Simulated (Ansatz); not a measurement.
# A basis-limit estimate, worked out

An elementary step of SiN$_{2}$H$_{6}$O$_{2}$, singlet (SiN₂H₆O₂ ([NH2][Si]([NH2])([OH])[OH]) → SiN₂H₄O ([NH2][Si]([NH2])[O]) + H₂O (still joined by a long Si–O bond); bonds formed: O2–H4; bonds broken: O3–H4; bonds weakened to dative contacts: Si1–O2). “Start” is the structure reached by relaxing down from the saddle towards the reactants; PBE0-D4/def2-TZVP structures. The saddle:

Si1  (-0.204, 0.328, 0.145)
O2  (0.751, 0.397, -1.515)
O3  (-0.826, 1.674, -0.342)
H4  (0.084, 1.241, -1.475)
N5  (0.907, 0.260, 1.413)
N6  (-1.027, -1.160, 0.069)
H7  (0.453, -0.250, -2.164)
H8  (1.411, 1.089, 1.677)
H9  (1.359, -0.582, 1.723)
H10  (-0.968, -1.819, 0.828)
H11  (-1.938, -1.179, -0.359)
(Å)

Ansatz 0.2.0; basis: def2-TZVPP and def2-QZVPP; cores frozen in the correlated methods.

Energies in eV:

| quantity | saddle | start |
| --- | --- | --- |
| Hartree–Fock, triple zeta (X = 3) | -15001.11853 | -15003.81987 |
| Hartree–Fock, quadruple zeta (X = 4) | -15001.73503 | -15004.44585 |
| MP2 correlation, X = 3 | -28.54306 | -27.98119 |
| MP2 correlation, X = 4 | -30.75626 | -30.19083 |
| CCSD(T) correlation, X = 3 | -30.13641 | -29.63893 |

Task: Work out the barrier at the basis limit: extrapolate Hartree–Fock as E(X) = E∞ + A exp(−7.88 √X) and the MP2 correlation as E(X) = E∞ + B X^−2.97 (the exponents that Neese and Valeev fitted for def2-TZVPP and QZVPP), then add CCSD(T) − MP2 in triple zeta.

Result: Each step is linear, so take the differences first (saddle − start): Hartree–Fock 2.70134 (X = 3) and 2.71082 (X = 4); MP2 correlation -0.56187 and -0.56543; CCSD(T) correlation -0.49748.
Two points give E∞ = E(4) + w [E(4) − E(3)], with w = 1/(exp(7.88 (2 − √3)) − 1) = 0.1377 for Hartree–Fock and w = 1/((4/3)^2.97 − 1) = 0.7407 for the correlation.
Hartree–Fock: 2.71082 + 0.1377 × 0.00948 = 2.7121 eV.
MP2 correlation: -0.56543 + 0.7407 × (-0.00356) = -0.5681 eV.
CCSD(T) − MP2: -0.49748 − (-0.56187) = 0.0644 eV.
Sum: 2.7121 + (-0.5681) + 0.0644 = 2.2084 eV, or 50.93 kcal/mol. Plain CCSD(T) in triple zeta gives 2.2039 eV, so the larger basis shifts the result by 0.0045 eV.

No T1 diagnostic of these runs exceeds 0.013.

Labels in which every atom is bracketed show which atoms are joined, not bond orders.

For scale, one of the runs: CCSD(T)/def2-TZVPP, 250 basis functions, launched by `ansatz run in.yaml --threads 8 --pin off --events-out ev --progress --plain --max-ram 19148MiB`. Hardware: 8 CPU threads of a Oxide Virtual Turin-like, shared host. Wall time 62 s; peak host memory 5.6 GiB.
